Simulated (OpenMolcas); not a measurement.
Cr4+ among 6 point charges of -2.2 e arranged as an octahedron (Oh).

| Item | Value |
| --- | --- |
| Program | OpenMolcas 26.06 |
| Method | CASSCF |
| Basis | ANO-RCC-VTZP [6s5p3d2f1g] |
| Scalar Hamiltonian | DKH2, point nucleus |
| Active space | 2 electrons in 5 orbitals (3d) |
| State averaging | 2S+1 = 3 even, 10 roots; 2S+1 = 1 even, 15 roots |
| Spin-orbit coupling | RASSI with atomic mean-field integrals over the reference wave functions |

All point charges move together. At R = 1.69 Å |10Dq| is 7770 cm-1, and at R = 2.01 Å it is 3297 cm-1.

Problem. A third run gives 5699 cm-1. What distance was it run at?

Solution. With a power law R^-n the two known points give n = -ln(3297 / 7770) / ln(2.01 / 1.69) = 4.94. Then R = 1.69 × (7770 / 5699)^(1/4.94) = 1.799 Å. The run was at 1.8 Å, so the estimate is off by -0.001 Å.

An orbital triplet at a regular site is open to Jahn-Teller coupling, which can distort the site and quench the lowest spin-orbit gaps and is left out. Without dynamic correlation the repulsion within the d shell is too large (B by tens of per cent), so at a given field states of lower spin stand too high. This field is weak: 10Dq is about 7770 cm-1, while octahedral complexes of 3d ions of charge 3 and more, computed by the same method with explicit ligands, had a median near 15000 cm-1. Ground spin and moment need not be those of a real site (figures for R = 1.69; the like holds for R = 1.8, R = 2.01). Point charges carry no covalency, so the field is a model and not that of real ligands. No measured value stands beside these numbers.
